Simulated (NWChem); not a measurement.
A series in which one site is exchanged, each optimised at PBE0/def2-SVP with NWChem, gas phase unless a solvent is named. For some, no frequency run checked for a minimum. def2 effective core potentials on Cd, Te, I; no spin-orbit coupling.

A: C[Se]I (CH3ISe; site = Se)
B: [I][Cd][CH3] (CH$_{3}$CdI; site = Cd)
C: [I][Zn][CH3] (CH$_{3}$IZn; site = Zn)
D: I[Te]C (CH3ITe; site = Te)

Question: Rank them by static polarisability, CAM-B3LYP/def2-SVPD (bohr³), lowest first.

Answer: C (74.7), A (78.2), B (83.3), D (91.9)
